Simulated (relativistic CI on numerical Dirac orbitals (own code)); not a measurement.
Radial Dirac CI calculation of Gd+: levels, rates and radial parameters.

Command:

```sh
python run_levels.py task.json out
```

Input:

```
atom Gd  Z=64  charge=1  electrons=63
nucleus A=158  rms_radius_fm=5.1569
hamiltonian dirac-coulomb  breit=on  qed=on  c_scale=1
orbitals kli  potential=per-configuration
slater_scale 0.85
correlation p86
mixing on
configurations
  [Xe] 4f7 5d 6s
end
```

Hardware: one thread of AMD EPYC 7R43 64-Core, on a shared host. Rates were computed among at most 60 levels.

Problem. How large is the problem, and how long does it take?

Solution. 6139 determinants at the lowest M give 6139 levels; 21 SCF iterations in all; about 37 s of CPU and 0.49 GiB at the peak.
